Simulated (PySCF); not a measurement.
# Two-component Hartree-Fock for N⁺ (nitrogen, charge +1)

Start: [He] 2s1 2p3; 2s1/2 filled at m_j = +1/2; 2p3/2 filled at m_j = -1/2, +1/2, +3/2. Calculated with PySCF 2.14 in x2c-TZVPall-2c with one added diffuse shell each of s, p, d type (6s4p3d1f, 40 functions): generalised Hartree-Fock with the X2C-1e Hamiltonian and a Gaussian nucleus; one run each with spin-orbit coupling (SO) switched off, then screened by Boettger's factors. This is a chosen level, not necessarily the ground level.

| spinor shell | electrons | ε, spin-free (eV) | ε, screened SO (eV) | weight of nominal j (screened SO) | rms radius, screened SO (bohr) |
| --- | --- | --- | --- | --- | --- |
| 1s1/2 | 2 | -441.46 | -441.46 | 1.000 | 0.265 |
| 2s1/2 | 1 | -47.849 | -47.849 | 1.000 | 1.32 |
| 2p3/2 | 3 | -31.502 | -31.502 | 0.666 | 1.38 |

```csv
quantity,spin-free,screened SO
E (hartree),-53.77371,-53.77371
M_J,2,2
⟨J²⟩,6.000,6.000
⟨L²⟩,0.000,0.000
⟨S²⟩,6.000,6.000
```

Each row is a mean over spinors that exchange with the open shell spreads, by up to 4.936 eV (1s1/2).

Rows whose weight is well below 1 are mixtures of j = l ± 1/2: exchange outweighs spin-orbit coupling there, and the label is only the starting occupation.

Without spin-orbit coupling the j labels of p, d and f shells carry no meaning; the spin-free column gives the mean over the occupied spinors of each nl shell.
